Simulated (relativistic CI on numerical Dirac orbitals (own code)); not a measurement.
**Transition arrays of Tb XXVI**

Computed by Dirac-Coulomb-Breit CI, KLI orbitals optimised for each configuration, model QED, valence Slater integrals scaled by 0.9, whole transition arrays (own radial code, finite nucleus).

CI space (outside the closed core [Ar] 3d10 4s2): 4p⁶4d⁴, 4p⁶4d³4f, 4p⁵4d⁵, 4p⁶4d³5p, 4p⁶4d³5f. Levels of other configurations are missing.

All E1 lines from the levels of 4p⁶4d⁴; mean and standard deviation are weighted by gf, and upper levels are sorted by their leading configuration.

```csv
Upper configuration,Lines,Σgf,Mean (eV),Mean (nm),σ (eV),Strongest line (nm)
4p⁶4d³4f,2875,503.2,178.62,6.941,10.20,6.783
4p⁵4d⁵,3195,660.2,186.36,6.653,12.30,6.412
4p⁶4d³5p,1718,84.1,312.27,3.970,5.35,3.939
4p⁶4d³5f,2825,194.9,439.26,2.823,4.83,2.833
```

Σgf per state of the lower configuration in bins of 0.2 nm over the central range (centre: value): 2.7: 0.30, 2.9: 0.62, 3.9: 0.26, 4.1: 0.13, 6.1: 0.05, 6.3: 0.44, 6.5: 1.55, 6.7: 1.81, 6.9: 0.97, 7.1: 0.15, 7.3: 0.06, 7.5: 0.06, 7.7: 0.09, 7.9: 0.08, 8.1: 0.05, 8.3: 0.02.

How do configuration mixing and the scaling of the Slater integrals move the arrays?

Slater scale 0.9, no configuration mixing: 4p⁶4d³4f 170.7 ± 7.4 eV (Σgf 511.9), 4p⁵4d⁵ 168.7 ± 18.9 eV (Σgf 557.5), 4p⁶4d³5p 312.4 ± 5.3 eV (Σgf 94.2), 4p⁶4d³5f 439.2 ± 4.8 eV (Σgf 196.7); Slater scale 1: 4p⁶4d³4f 182.1 ± 10.6 eV (Σgf 488.4), 4p⁵4d⁵ 189.0 ± 12.3 eV (Σgf 695.8), 4p⁶4d³5p 312.3 ± 5.6 eV (Σgf 82.8), 4p⁶4d³5f 439.3 ± 5.0 eV (Σgf 195.0); Slater scale 0.8: 4p⁶4d³4f 175.5 ± 9.8 eV (Σgf 498.7), 4p⁵4d⁵ 183.3 ± 12.5 eV (Σgf 644.0), 4p⁶4d³5p 312.2 ± 5.2 eV (Σgf 85.3), 4p⁶4d³5f 439.2 ± 4.6 eV (Σgf 194.9). With mixing, levels are counted to their leading configuration, so an array can shrink or vanish into another, and the sums then hold other lines.
